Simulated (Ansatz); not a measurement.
(CdS)6 ring (Cd₆S₆). Charge 0, multiplicity 1. Geometry PBE-D4/def2-SVP, basis def2-TZVP, Ansatz.

```json
{"run": "A", "HOMO (eV)": "-9.39", "LUMO (eV)": "-0.83"}
{"run": "B", "HOMO (eV)": "-7.14", "LUMO (eV)": "-2.48"}
{"run": "C", "HOMO (eV)": "-6.03", "LUMO (eV)": "-3.15"}
{"run": "D", "HOMO (eV)": "-7.32", "LUMO (eV)": "-2.48"}
{"run": "E", "HOMO (eV)": "-6.28", "LUMO (eV)": "-3.07"}
{"run": "F", "HOMO (eV)": "-6.89", "LUMO (eV)": "-2.69"}
```

In the def2 sets Cd takes a core potential; there is no spin–orbit coupling. B3LYP takes the VWN-RPA correlation. Single mean-field runs in def2-TZVP are fitted with def2-universal-jkfit.

**Question.** The runs used B3LYP, PBE, PBE0, r2SCAN, r2SCAN0, ωB97X-V. Estimate which is which.

**Answer.** A ωB97X-V (range-separated); B PBE0 (25 % exact exchange); C PBE (0 % exact exchange); D r2SCAN0 (25 % exact exchange); E r2SCAN (0 % exact exchange); F B3LYP (20 % exact exchange). Exact exchange lowers occupied and raises empty levels; among semilocal functionals meta-GGAs tend to open the gap a little, and such runs are hard to tell apart. The gap grows from 2.87 eV (PBE) to 8.56 eV (ωB97X-V).
